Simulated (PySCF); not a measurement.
Potential energy curve for SMILES B (H3B). The B1–H4 bond (B1 also carries H, H; H4 carries nothing else) is pulled apart rigidly from the PBE0/def2-TZVP optimised geometry.

Method: PySCF with CCSD(T) on UHF/cc-pVTZ, 1 core orbital frozen.

Task: Relative to R = 1.19 Å, what are the energies at R = 0.94, 1.37, 3.56, 4.17 Å?

Result: 1.195 eV at 0.94 Å, 0.290 eV at 1.37 Å, 4.760 eV at 3.56 Å, 4.782 eV at 4.17 Å.

The unrestricted determinant behind UCCSD(T) is spin-contaminated at 1.99 to 4.17 Å (<S²> up to 1.0, against 0.00 for a pure singlet).
